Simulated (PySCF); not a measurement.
[SbH6]-: from structure and modes to constants

Computed with PBE0/[Sb def2-TZVPD with ECP28, H def2-TZVPD], scalar-relativistic core potentials, density fitting, no spin–orbit coupling, PySCF.

The singlet minimum has Oh symmetry. Masses (u): Sb 120.90382, H 1.00782.

```xyz
7
charge -1 multiplicity 1, angstrom
Sb    0.0000    0.0000    0.0000
H     0.0000    0.0000    1.7990
H     0.0000    0.0000   -1.7990
H     1.7990    0.0000    0.0000
H     0.0000    1.7990    0.0000
H    -1.7990    0.0000    0.0000
H     0.0000   -1.7990    0.0000
```

Harmonic wavenumbers (cm⁻¹): 749.6 (t2u, ×3), 840.8 (t1u, ×3), 939.5 (t2g, ×3), 1438.5 (eg, ×2), 1516.3 (t1u, ×3), 1771.9 (a1g, ×1).

Problem. Find the principal moments of inertia and the rotational constants. What kind of rotor is it?

Solution. About the centre of mass I = 13.047, 13.047, 13.047 u Å². With B = 16.8576/I this gives 1.292, 1.292, 1.292 cm⁻¹. The molecule is a spherical top.

Problem. What is the harmonic zero-point energy?

Solution. Half the sum of all 15 wavenumbers, 16788/2 = 8394 cm⁻¹, which is 100.4 kJ/mol (1 cm⁻¹ = 0.0119627 kJ/mol).

Problem. Give the standard entropy (298.15 K, 1 bar) by its translational, rotational, vibrational and spin parts, and Cp.

Solution. Sackur–Tetrode with M = 126.95 u gives 169.3; rotation with symmetry number 24 gives 54.1; vibration 7.2; spin R ln 1 = 0.0. The total is 230.6 J/(mol K), and Cp = 4 R + 24.0 = 57.3 J/(mol K).

Only a few start shapes were tried, so a lower isomer may exist. The lowest empty level of this anion is unbound, so it and the gap depend on the basis.
